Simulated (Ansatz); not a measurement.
```yaml
crystal:
  periodic: [false, false, false]
  atoms:
    - {symbol: N, position_ang: [0.017043, 1.277105, -1.640298]}
    - {symbol: C, position_ang: [-0.198003, 0.789183, -0.484017]}
    - {symbol: B, position_ang: [0.361377, -0.626919, -0.092834]}
    - {symbol: N, position_ang: [0.102559, -1.123681, 1.177059]}
    - {symbol: H, position_ang: [-0.410193, 2.200616, -1.739968]}
    - {symbol: H, position_ang: [-0.782759, 1.353820, 0.265381]}
    - {symbol: H, position_ang: [0.999865, -1.274869, -0.866380]}
    - {symbol: H, position_ang: [0.428264, -2.020139, 1.494806]}
    - {symbol: H, position_ang: [-0.429652, -0.621415, 1.869149]}
basis:
  gaussian: {orbitals: aug-cc-pVTZ}
magnetization: {spin_polarized: true, initial_magnetization: 2}
hamiltonian: {xc: {name: B3LYP5}}
output: {forces: true}
```

```sh
$ ansatz run in.yaml --threads 2 --pin off --events-out ev --progress --plain --max-ram 4352MiB
```

It prints (some lines left out):

```
Functional definition: B3LYP5
1162 factors; their error is unknown
mean field evaluation 1: about -4758.7706 eV, gradient 5.5e1 eV
mean field evaluation 2: about -4735.1838 eV, gradient 8.2e1 eV
mean field evaluation 4: about -4770.6985 eV, gradient 7.8e0 eV
mean field evaluation 8: about -4770.9801 eV, gradient 1.2e-1 eV
mean field evaluation 16: about -4770.9546 eV, gradient 1.2e-3 eV
mean field -4770.95460851 eV, -175.3293479937 hartree, gradient 5.6e-5 eV, S^2 2.007515; 2 other end points of the search recorded, 0 dependent functions left out
reference -4770.95490138 eV, -175.3293587562 hartree; 16, 14 occupied and 283, 285 virtual orbitals, 1162 factors
Total energy: -4770.95490138 eV, -175.3293587562 hartree
Atom 0 at     0.017043     1.277105    -1.640298 Å, force    -1.461409     2.896556    -0.002893 eV/Å
Atom 1 at    -0.198003     0.789183    -0.484017 Å, force     1.136467    -3.358392     1.405159 eV/Å
Atom 2 at     0.361377    -0.626919    -0.092834 Å, force    -0.309833     0.871995    -0.325950 eV/Å
Atom 3 at     0.102559    -1.123681     1.177059 Å, force    -0.170469    -0.481757     1.032912 eV/Å
Atom 4 at    -0.410193     2.200616    -1.739968 Å, force     0.700953     0.012438    -1.772235 eV/Å
Atom 5 at    -0.782759     1.353820     0.265381 Å, force     0.140753    -0.043242    -0.297989 eV/Å
Atom 6 at     0.999865    -1.274869    -0.866380 Å, force    -0.069596     0.170834    -0.043571 eV/Å
Atom 7 at     0.428264    -2.020139     1.494806 Å, force    -0.018755     0.040498    -0.002794 eV/Å
Atom 8 at    -0.429652    -0.621415     1.869149 Å, force     0.051889    -0.108930     0.007361 eV/Å
Dipole moment:    -0.246325     0.246349     0.302746 e Å
```

Hardware: 2 threads of an Arm Neoverse V1 on a shared host. Wall time 25 s, peak host memory 1 GiB.
